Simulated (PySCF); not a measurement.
# Reading the logs of faulty runs: B2ClH3O

Calculated results; nothing here was measured. They come from PySCF 2.14.0, an open-source quantum chemistry program, on an isolated molecule that a program drew, which may never have been made. The molecule is B2ClH3O (charge 0, singlet), drawn as the SMILES string `BB(O)Cl`.

Each row is a Hartree-Fock (HF) and frozen-core CCSD(T) single point in the cc-pV(D+d)Z basis, meant for a local HF minimum. Run 1 is clean. Each other run has one planted mistake out of seven kinds, and not every kind appears here: one electron removed, one electron added, multiplicity raised by two, geometry at a saddle point, minimal basis STO-3G, one bond length entered in bohr, all coordinates scaled. The reference is restricted for singlets and unrestricted otherwise, and also for a bond in bohr. Adding or removing an electron swaps singlet and doublet. Electrons count all cores. HOMO and LUMO are orbital energies over both spins, the gradient is its largest component, and the lowest frequency (negative if imaginary) is given only where the gradient is small. Bond lengths are over the 6 bonds as drawn. T1 is the CCSD diagnostic: over 0.02 (restricted) or 0.045 (unrestricted) a single reference is doubtful.

Geometry of the clean run:
```xyz
7
B2ClH3O, angstrom
B    -0.8769   -1.2249    2.2635
B     0.7924   -0.9007    2.1348
O     1.4858   -0.2887    1.1623
Cl    1.7586   -1.4766    3.5312
H    -1.6215   -0.4516    2.8008
H    -1.3436   -2.2563    1.8641
H     0.9622    0.0089    0.4335
```

| run | electrons | basis functions | <S^2> | HOMO (eV) | LUMO (eV) | gradient (hartree/bohr) | lowest frequency (cm^-1) | mean bond (Å) | longest bond (Å) | T1 | HF (hartree) | CCSD(T) (hartree) | mistake |
|---|---|---|---|---|---|---|---|---|---|---|---|---|---|
| 1 | 38 | 80 | 0.000 | -11.46 | 1.55 | 2.6e-05 | 194 | 1.3645 | 1.793 | 0.0136 | -585.55641 | -586.09370 | no fault |
| 2 | 38 | 80 | 2.015 | -7.66 | -1.74 | 8.3e-02 | - | 1.3645 | 1.793 | 0.0212 | -585.40835 | -585.94793 | multiplicity raised by two |
| 3 | 38 | 27 | 0.000 | -9.56 | 5.86 | 4.9e-02 | - | 1.3645 | 1.793 | 0.0161 | -578.97369 | -579.12586 | minimal basis STO-3G |
| 4 | 37 | 80 | 0.777 | -18.12 | -9.06 | 4.0e-02 | - | 1.3645 | 1.793 | 0.0602 | -585.17698 | -585.70694 | one electron removed |
| 5 | 38 | 80 | 0.671 | -10.00 | 1.04 | 2.1e-02 | - | 1.5425 | 2.268 | 0.0579 | -585.43785 | -585.97542 | ? |
| 6 | 38 | 80 | 0.000 | -11.49 | 1.20 | 6.9e-02 | - | 1.4723 | 1.935 | 0.0158 | -585.52144 | -586.06777 | ? |

**Which mistake was planted in run 5, and what did it cost?**

The mean bond changes by a factor of 1.130 and the longest by 1.265, so the molecule wasn't scaled as a whole. A length L in bohr read as angstrom grows by (1/0.5292 - 1) L = 0.890 L. The 6 bonds together grew by 6 x 0.1780 = 1.068 Å, which gives L = 1.200 Å. That is the length of one of the B-H bonds, 1.200 Å in the clean geometry. So the mistake is: one bond length entered in bohr. Subtracting run 1 and multiplying by 627.51 kcal/mol a hartree, the energy moved by 74.4 kcal/mol in HF and 74.2 kcal/mol in CCSD(T).

**Which mistake was planted in run 6, and what did it cost?**

The mean and the longest bond both change by the same factor, 1.079, and the gradient is no longer small. So the mistake is: all coordinates scaled. Subtracting run 1 and multiplying by 627.51 kcal/mol a hartree, the energy moved by 21.9 kcal/mol in HF and 16.3 kcal/mol in CCSD(T).

Cautions from the logs. Run 4: T1 is over the limit, so its CCSD(T) energy is less reliable; run 5: T1 is over the limit, so its CCSD(T) energy is less reliable.
